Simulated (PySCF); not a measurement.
**Vertical excitation energies**

Species: C3H7FO3Si.
SMILES: `CO[Si](F)(C=O)OC`

Computed, not measured: TDDFT CAM-B3LYP/def2-SVPD, vertical, gas phase, core orbitals frozen in the response in PySCF. One conformer (not necessarily the lowest) at the GFN2-xTB geometry, without solvent, vibrations or thermal averaging. Torsions of this conformer, `[CH3:1][O:2][Si:3]([F:4])([CH:5]=[O:6])[O:7][CH3:8]`: C1–O2–Si3–F4 63°, O2–Si3–C5–O6 34°, O2–Si3–O7–C8 -57°.

```csv
state,E (eV),λ (nm),ν̃ (cm⁻¹),f,"main configurations (H = HOMO, L = LUMO)"
S1,3.22,385.2,25960,0.0005,H→L (96%)
S2,6.80,182.4,54830,0.018,"H→L+1 (62%), H→L+2 (11%), H→L+3 (11%)"
S3,6.90,179.6,55690,0.018,H-1→L (94%)
S4,7.31,169.6,58960,0.032,"H-2→L (81%), H-3→L (12%)"
S5,7.52,164.8,60690,0.0011,"H-3→L (56%), H-4→L (22%), H-2→L (14%)"
S6,7.62,162.7,61470,0.0073,"H-4→L (69%), H-3→L (23%)"
S7,7.70,160.9,62140,0.033,"H→L+2 (36%), H→L+6 (18%), H→L+3 (16%)"
S8,7.89,157.1,63650,0.038,"H→L+3 (38%), H→L+4 (28%), H→L+1 (16%)"
```

Triplets (Tamm–Dancoff): T1 2.52 eV, H→L (95%); T2 5.70 eV, H-5→L (84%); T3 6.56 eV, H→L+1 (52%), H→L+3 (12%), H→L+2 (11%).

The lowest singlet comes at 385 nm (311 kJ/mol) in the visible; it is very weak; its leading configuration is HOMO→LUMO (96%). The strongest level in the table is S8 at 7.89 eV (157 nm, f = 0.038). It is the last of those listed, so stronger ones may follow. Löwdin shares by element: HOMO oxygen 50% or more, carbon 20% or more, hydrogen 10% or more, silicon 9%; LUMO carbon 41% or more, oxygen 34% or more, silicon 9%, hydrogen 6% or more. The oscillator strengths of these states sum to 0.147; summed over the whole spectrum of an exact calculation they would give the number of electrons, 72 (Thomas–Reiche–Kuhn). Of the 8 states listed, 5 reach f = 0.01 and none stays under 0.0005. The listed states span 4.67 eV, and the widest gap between neighbours is 3.58 eV (S1 to S2). S1 lies in the visible range (380 to 750 nm), at 385 nm, f = 0.0005; light of that wavelength is violet, and its complementary colour is yellow-green; a Tamm–Dancoff triplet lies at 493 nm, without intensity as long as spin–orbit coupling is left out. Only the lowest 8 singlets were computed, as vertical energies without vibronic structure.
